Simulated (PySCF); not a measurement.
A PySCF script (with the pyscf-properties extension) for the NMR shieldings of SMILES C(/C=C)(=C/CC)B(Cl)Cl, C₆H₉BCl₂, on a GFN2-xTB geometry:

```python
import basis_set_exchange as bse
import numpy as np
from pyscf import gto, dft
from pyscf.prop import nmr

atoms = """
C     2.024481   -2.043490    0.028241
C     1.201217   -1.118490    0.497491
C     0.958249    0.189354   -0.132900
C    -0.296386    0.688735   -0.158426
C    -1.511458    0.017391    0.387332
C    -2.783175    0.811449    0.113923
B     2.140510    1.021117   -0.709040
Cl    1.845070    2.421285   -1.676148
Cl    3.783209    0.639398   -0.358523
H     2.588371   -1.902514   -0.877938
H     2.154733   -2.986758    0.530429
H     0.635685   -1.314473    1.399726
H    -0.459575    1.656226   -0.614399
H    -1.596842   -0.983954   -0.045098
H    -1.389787   -0.117631    1.467946
H    -2.722766    1.797668    0.568723
H    -3.648996    0.296319    0.523408
H    -2.931301    0.934685   -0.956403
"""
names = dict.fromkeys(["C", "B", "Cl", "H"], "pcSseg-1")
basis = {el: gto.basis.parse(bse.get_basis(n, elements=[el], fmt="nwchem")) for el, n in names.items()}
mol = gto.M(atom=atoms, basis=basis, charge=0, verbose=0)
mf = dft.RKS(mol, xc="PBE0")
mf.grids.level = 2
mf.grids.alignment = dft.numint.BLKSIZE   # the property module wants whole blocks of grid points
mf.conv_tol = 1e-9
mf.kernel()

calc = nmr.RKS(mf)   # GIAO
C = mf.mo_coeff
Co = C[:, mf.mo_occ > 0]
resp = mf.gen_response(singlet=True, hermi=2)
def vind(x):   # induced exchange potential for any number of trial vectors
    d = np.einsum("pi,xij,qj->xpq", C, 2 * x.reshape(-1, C.shape[1], Co.shape[1]), Co, optimize=True)
    return np.einsum("xpq,pi,qj->xij", resp(d - d.transpose(0, 2, 1)), C, Co, optimize=True).ravel()
mo1, _ = nmr.rhf.solve_mo1(calc, with_cphf=vind)
sigma = calc.kernel(mo1)
for i, s in enumerate(sigma):   # ppm
    print("%2d %-2s %9.2f" % (i, mol.atom_pure_symbol(i), np.trace(s) / 3))
```

Task: What are the results?

Result: 
```
 0 C      57.39
 1 C      45.20
 2 C      38.72
 3 C      16.23
 4 C     159.09
 5 C     171.52
 6 B      47.27
 7 Cl    730.58
 8 Cl    695.00
 9 H      26.11
10 H      25.86
11 H      25.06
12 H      24.52
13 H      29.40
14 H      29.27
15 H      30.39
16 H      30.43
17 H      30.38
```

These numbers come from an equivalent density-fitted implementation of the same equations, which agrees with the script to about 0.01 ppm for H and up to a few tenths of a ppm for heavy atoms, so last digits may differ.

Size and cost of the density-fitted run: 212 basis functions, 77 s wall time on 1 thread of an Arm Neoverse N1, shared host; peak memory 0.94 GiB.
